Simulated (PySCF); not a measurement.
# Radial density of Li (lithium, neutral)

UHF, [He] 3d1, 2D determinant (an excited configuration). Computed with PySCF 2.14 in aug-cc-pCVTZ-DK with one added diffuse shell each of s, p, d, f type (8s7p5d3f, 75 functions), with the spin-free X2C one-electron Hamiltonian (Gaussian nucleus).

| r (bohr) | 4πr²ρ (e/bohr) | 4πr²(ρα − ρβ) |
| --- | --- | --- |
| 0.00985 | 0.01588 | 0.0000 |
| 0.0166 | 0.04292 | 0.0000 |
| 0.0279 | 0.1133 | 0.0000 |
| 0.0469 | 0.2858 | 0.0000 |
| 0.0788 | 0.6691 | 0.0000 |
| 0.133 | 1.381 | 0.0000 |
| 0.223 | 2.323 | 0.0000 |
| 0.375 | 2.812 | 0.0000 |
| 0.631 | 2.016 | 0.0000 |
| 1.06 | 0.6232 | 0.0001 |
| 1.78 | 0.04902 | 0.0009 |
| 3.00 | 0.01112 | 0.0108 |
| 5.05 | 0.05916 | 0.0592 |
| 8.49 | 0.1336 | 0.1336 |
| 14.3 | 0.02876 | 0.0288 |

Densities and radii are taken from the X2C orbitals without a picture-change correction, which distorts them close to the nucleus.

The outer electron is Rydberg-like, and this basis confines it to a smaller radius and binds it less than a complete one would.
